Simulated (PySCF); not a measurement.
A GIAO shielding run with PySCF 2.14 (density fitting, non-relativistic, gas phase) on SMILES C#C[C@@H](C)[Si@@H](OC=O)[SiH2]P, C₅H₁₁O₂PSi₂:

```
$ OMP_NUM_THREADS=1 python probes_run.py task.json out

{"job": {"kind": "nmr", "xc": "PBE0", "basis": "pcSseg-1"}, "charge": 0, "multiplicity": 1}
C     -3.029772    -1.633527    -1.351162
C     -2.469651    -0.810468    -0.686727
C     -1.777089     0.157225     0.130984
C     -1.334586    -0.483693     1.452139
Si    -0.284588     0.871386    -0.847882
O      0.152527     2.176862     0.155942
C      1.369832     2.411910     0.527365
O      2.342293     1.790228     0.193402
Si     1.551248    -0.523784    -1.088699
P      2.397574    -1.014577     0.935133
H     -3.534847    -2.346957    -1.930275
H     -2.482109     0.967308     0.354446
H     -0.655495    -1.316081     1.268283
H     -2.196142    -0.860404     2.001687
H     -0.821931     0.247727     2.074504
H     -0.788785     1.629161    -1.997555
H      1.431801     3.278596     1.209403
H      1.094449    -1.791646    -1.693120
H      2.554162     0.018707    -2.010233
H      3.640127    -0.464983     0.710093
H      2.832062    -2.286046     0.591798
```

Hardware: 1 thread of an Arm Neoverse N1, shared host. The job also computes population analyses, field gradients.

Question: How large is the calculation?

Answer: 100 electrons, 246 basis functions and 1346 auxiliary functions.

Question: How long does it take, and how much memory does it need?

Answer: 2.3 min of wall time, with 15 SCF cycles and 5 response iterations; peak memory 1.1 GiB. Times on a shared host scatter by some tens of per cent.
